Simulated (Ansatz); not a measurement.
One change: `[CH3][Nb]([OH])([OH])=[S]` becomes `[OH][Nb]([OH])([OH])=[S]`.

Ansatz, PBE0-D4/def2-TZVP geometries, multiplicity 1. Each molecule was computed in one conformer, which needn't be the lowest.

Elements past krypton have def2 core potentials.

```json
{"property": "LUMO energy (ωB97M-V/def2-TZVPP) / eV", "`[CH3][Nb]([OH])([OH])=[S]`": "0.41"}
{"property": "HOMO–LUMO gap (PBE0/def2-TZVPP) / eV", "`[CH3][Nb]([OH])([OH])=[S]`": "5.88"}
{"property": "ideal-gas entropy at 298 K and 1 bar (rigid rotor, harmonic PBE0-D4/def2-TZVP) / J/(mol·K)", "`[CH3][Nb]([OH])([OH])=[S]`": "377"}
{"property": "HOMO energy (ωB97M-V/def2-TZVPP) / eV", "`[CH3][Nb]([OH])([OH])=[S]`": "-9.71"}
{"property": "LUMO energy (PBE/def2-TZVPP) / eV", "`[CH3][Nb]([OH])([OH])=[S]`": "-2.53"}
{"property": "HOMO energy (PBE/def2-TZVPP) / eV", "`[CH3][Nb]([OH])([OH])=[S]`": "-6.42"}
```

Give the same properties after the change, and the shifts. (An estimate is asked.)

Computed: 
| property | `[OH][Nb]([OH])([OH])=[S]` | shift |
| --- | --- | --- |
| LUMO energy (ωB97M-V/def2-TZVPP) / eV | 0.45 | 0.04 |
| HOMO–LUMO gap (PBE0/def2-TZVPP) / eV | 6.15 | 0.27 |
| ideal-gas entropy at 298 K and 1 bar (rigid rotor, harmonic PBE0-D4/def2-TZVP) / J/(mol·K) | 357 | -20 |
| HOMO energy (ωB97M-V/def2-TZVPP) / eV | -9.88 | -0.17 |
| LUMO energy (PBE/def2-TZVPP) / eV | -2.38 | 0.15 |
| HOMO energy (PBE/def2-TZVPP) / eV | -6.58 | -0.16 |

With PBE0 the HOMO falls by 0.19 eV and the LUMO rises by 0.08 eV, so the gap widens by about 0.27 eV. PBE moves the HOMO by -0.16 eV and ωB97M-V by -0.17 eV. The zero-point energy changes by -58.1 kJ/mol with -6 modes.
